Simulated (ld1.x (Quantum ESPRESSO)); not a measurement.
## Cutoff test, lithium (Li), TM

lithium, norm-conserving Troullier–Martins (Kleinman–Bylander form), made with ld1.x (Quantum ESPRESSO) 7.5 (revPBE, scalar-relativistic). Core none, reference 1s2 2s1 2p0. Waves: 2p (bound, empty): rc 4.20 bohr; 1s (bound): rc 0.60 bohr. Local part: the s channel. Core correction: none.

Occupied shells without a wave of their own: 2s. They enter only through the test configuration that unscreens the potential.

The pseudo-atom Hamiltonian at the reference potential is diagonalised in spherical Bessel functions j_l(qr) that vanish at 20 bohr, with q² up to the cutoff. All-electron valence levels (Ry): 2p -0.0805, 1s -3.8186, 2s -0.2119.

**Question.** How do the lowest levels (Ry) of each channel move with the cutoff, and are there ghosts?

**Answer.**

| cutoff (Ry) | p #1 | p #2 | s #1 | s #2 | d #1 | f #1 | f #2 | Σ f·Δε (mRy) |
| --- | --- | --- | --- | --- | --- | --- | --- | --- |
| 8 | -0.0804 | 0.0337 | -1.7070 | -0.1283 | 0.0391 | 0.0934 | 0.2175 | 4306.0 |
| 25 | -0.0804 | 0.0337 | -2.6559 | -0.1727 | 0.0391 | 0.0934 | 0.2175 | 2363.9 |
| 50 | -0.0804 | 0.0337 | -3.3117 | -0.1957 | 0.0391 | 0.0934 | 0.2175 | 1029.3 |
| 100 | -0.0804 | 0.0337 | -3.7087 | -0.2082 | 0.0391 | 0.0934 | 0.2175 | 222.7 |
| 180 | -0.0804 | 0.0337 | -3.8136 | -0.2113 | 0.0391 | 0.0934 | 0.2175 | 9.9 |
| 400 | -0.0804 | 0.0337 | -3.8185 | -0.2114 | 0.0391 | 0.0934 | 0.2175 | 0.0 |

Result: no extra level below or beside the all-electron valence levels (p, s, d, f tested); 10 mRy is reached at 180 Ry and 1 mRy at over 300 Ry.
